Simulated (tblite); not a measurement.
C4H12BP.
Atom-mapped SMILES: `[BH3-:1][P+:2]([CH3:3])([CH3:4])[CH:5]=[CH2:6]` (hydrogens: H7, H8, H9 on B1; H10, H11, H12 on C3; H13, H14, H15 on C4; H16 on C5; H17, H18 on C6)
Bond orders are those of one Lewis drawing.

Computed with GFN2-xTB (tblite), gas phase: L-BFGS steps from a force-field or distance-geometry start until the largest atomic force falls under 0.01 eV/Å.

Geometry at step 10:
```
atom  x, y, z in Å
B1      0.0036   -1.0413    1.7015
P2      0.2061   -0.1511    0.0057
C3      1.0912   -1.2135   -1.2068
C4      1.1973    1.4092    0.0143
C5     -1.3638    0.2821   -0.7905
C6     -2.2443    1.0201   -0.1327
H7      1.0863   -1.5309    1.8849
H8     -0.2830   -0.2121    2.5134
H9     -0.8824   -1.8291    1.5252
H10     0.7860   -1.0726   -2.2422
H11     0.9044   -2.2446   -0.9070
H12     2.1516   -0.9838   -1.1025
H13     1.9402    1.3049    0.8036
H14     0.5576    2.2561    0.2561
H15     1.6836    1.5851   -0.9431
H16    -1.6052   -0.1973   -1.7299
H17    -3.2425    1.1964   -0.4940
H18    -1.9954    1.4289    0.8323
```

**Question.** Give the atomic forces at this geometry.

**Answer.** 
| atom | Fx (eV/Å) | Fy (eV/Å) | Fz (eV/Å) |
| --- | --- | --- | --- |
| B1 | 0.030 | 0.008 | 0.103 |
| P2 | 0.024 | 0.012 | 0.126 |
| C3 | -0.054 | 0.103 | 0.082 |
| C4 | -0.093 | -0.058 | -0.017 |
| C5 | 0.071 | -0.053 | 0.024 |
| C6 | -0.023 | -0.117 | 0.001 |
| H7 | -0.172 | 0.021 | 0.013 |
| H8 | 0.033 | -0.008 | -0.101 |
| H9 | 0.177 | -0.010 | -0.001 |
| H10 | -0.044 | 0.104 | 0.041 |
| H11 | 0.089 | 0.026 | -0.082 |
| H12 | 0.002 | -0.174 | -0.039 |
| H13 | 0.056 | 0.002 | -0.063 |
| H14 | -0.043 | -0.052 | 0.006 |
| H15 | -0.008 | -0.004 | 0.000 |
| H16 | 0.008 | 0.024 | -0.044 |
| H17 | -0.024 | 0.117 | -0.074 |
| H18 | -0.028 | 0.060 | 0.024 |

The largest, 0.18 eV/Å, acts on H12 (H9, H7 within 3 % of it); the rms over all components is 0.069 eV/Å. The forces sum to zero within rounding, as they must for an isolated molecule in no field.

**Question.** Give the force on H12 in Eh/bohr and in nN.

**Answer.** 0.178 eV/Å ÷ 51.422 = 0.00347 Eh/bohr, and 0.178 eV/Å × 1.602 = 0.29 nN.

**Question.** How far is this geometry from the end of the optimisation?

**Answer.** 0.114 eV above it, and 0.340 Å rms away after alignment. The bonds farthest from their final lengths, with half the difference of the two atoms' forces along the bond (positive lengthens):

```tsv
bond	now (Å)	final (Å)	force along bond (eV/Å)
P2–C4	1.849	1.839	-0.06
B1–H7	1.202	1.194	-0.10
B1–H9	1.199	1.191	-0.04
P2–C3	1.839	1.835	-0.03
B1–H8	1.195	1.192	-0.08
P2–C5	1.813	1.816	-0.01
```

The angle farthest from its final value is B1–P2–C3, 111.4° against 116.0°.
